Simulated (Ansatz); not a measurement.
Geometry optimisation, RKS PBE-D4/def2-SVP (Ansatz 0.2.0).

Input file:

```yaml
crystal:
  periodic: [false, false, false]
  atoms:
    - { symbol: Hf, position_ang: [0.0, 0.0, 0.0] }
    - { symbol: "N", position_ang: [0.0, 0.0, 2.56] }
    - { symbol: H, position_ang: [-0.877, -0.2713, 3.09] }
    - { symbol: H, position_ang: [0.877, 0.2713, 3.09] }
    - { symbol: Cl, position_ang: [2.3764, 0.0, -0.8392] }
    - { symbol: Cl, position_ang: [-1.1869, 2.0563, -0.8392] }
    - { symbol: Cl, position_ang: [-1.1869, -2.0563, -0.8392] }
    - { symbol: P, position_ang: [1.4979, -2.2747, 0.905] }
    - { symbol: H, position_ang: [0.7017, -3.4444, 0.7861] }
    - { symbol: H, position_ang: [2.6682, -2.4171, 0.1133] }
    - { symbol: H, position_ang: [0.7719, -1.1722, 2.2336] }
basis:
  gaussian: { orbitals: def2-SVP }
hamiltonian:
  xc: pbe
  dispersion: d4
relax:
  f_tol: 0.15
  max_steps: 25
  restrain:
    - { distance: [0, 7], at: 3.77, k: 30.0 }
    - { distance: [10, 1], at: 2.26, k: 30.0 }
    - { distance: [0, 1], at: 2.21, k: 30.0 }
    - { distance: [10, 7], at: 1.42, k: 30.0 }
```

Run as:

```bash
$ ansatz run input.yaml --threads 4 --pin off --max-ram 5120MiB --backend cpu --events-out ev --progress --plain --runs-dir out
```

Task: Where does it end, and by what steps?

Result: The forces met the threshold. The restraints hold the end off the free minimum. After 8 steps the energy has fallen by 2.978 eV (the restraints' own energy left out); P8 moved furthest, 0.94 Å. Joined: P8–H11 (1.87 → 1.43 Å).

```json
{"step": "0", "energy less start (eV)": "0.0000", "largest force component (eV/Å)": "2.258", "accepted": "yes"}
{"step": "1", "energy less start (eV)": "0.4212", "largest force component (eV/Å)": "3.478", "accepted": "yes"}
{"step": "2", "energy less start (eV)": "0.3045", "largest force component (eV/Å)": "3.918", "accepted": "yes"}
{"step": "3", "energy less start (eV)": "-0.6192", "largest force component (eV/Å)": "3.262", "accepted": "yes"}
{"step": "4", "energy less start (eV)": "-1.9358", "largest force component (eV/Å)": "1.759", "accepted": "yes"}
{"step": "5", "energy less start (eV)": "-2.7321", "largest force component (eV/Å)": "1.644", "accepted": "yes"}
{"step": "6", "energy less start (eV)": "-2.9584", "largest force component (eV/Å)": "1.855", "accepted": "yes"}
{"step": "7", "energy less start (eV)": "-2.9641", "largest force component (eV/Å)": "2.042", "accepted": "yes"}
{"step": "8", "energy less start (eV)": "-2.9776", "largest force component (eV/Å)": "1.977", "accepted": "yes"}
```

```xyz
11
Properties=species:S:1:pos:R:3
Hf 0.005 0.050 0.098
N -0.016 0.136 2.237
H -0.840 -0.052 2.820
H 0.738 0.492 2.836
Cl 2.172 0.397 -0.755
Cl -1.225 1.913 -0.628
Cl -1.293 -1.751 -0.697
P 1.818 -2.970 1.456
H 0.737 -3.437 0.628
H 2.452 -2.273 0.366
H 1.093 -1.814 1.898
```

Time of the run: 24 s on 4 threads of Arm Neoverse V2 (shared host), peak memory 0.22 GiB.
